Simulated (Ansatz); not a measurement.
One change: `C=[C](Cl)[AlH][SiH3]` becomes `C=C(Cl)[SiH2][SiH3]`.

Ansatz, PBE0-D4/def2-TZVP geometries, multiplicity 1. Each molecule was computed in one conformer, which needn't be the lowest.

```csv
property,`C=[C](Cl)[AlH][SiH3]`
LUMO energy (PBE/def2-TZVPP) / eV,-2.99
HOMO–LUMO gap (PBE/def2-TZVPP) / eV,3.46
HOMO energy (B3LYP/def2-TZVPP) / eV,-7.39
HOMO–LUMO gap (ωB97M-V/def2-TZVPP) / eV,9.10
LUMO energy (B3LYP/def2-TZVPP) / eV,-2.40
LUMO energy (PBE0/def2-TZVPP) / eV,-2.22
```

(1) What does the change do to each property? (An estimate is asked.)

Results:

(1) Ansatz gave: 
```tsv
property	`C=C(Cl)[SiH2][SiH3]`	shift
LUMO energy (PBE/def2-TZVPP) / eV	-1.79	1.20
HOMO–LUMO gap (PBE/def2-TZVPP) / eV	4.67	1.21
HOMO energy (B3LYP/def2-TZVPP) / eV	-7.36	0.03
HOMO–LUMO gap (ωB97M-V/def2-TZVPP) / eV	10.91	1.81
LUMO energy (B3LYP/def2-TZVPP) / eV	-1.04	1.36
LUMO energy (PBE0/def2-TZVPP) / eV	-0.85	1.37
```

B3LYP here is the variant with VWN-RPA as its local correlation; programs differ in this.
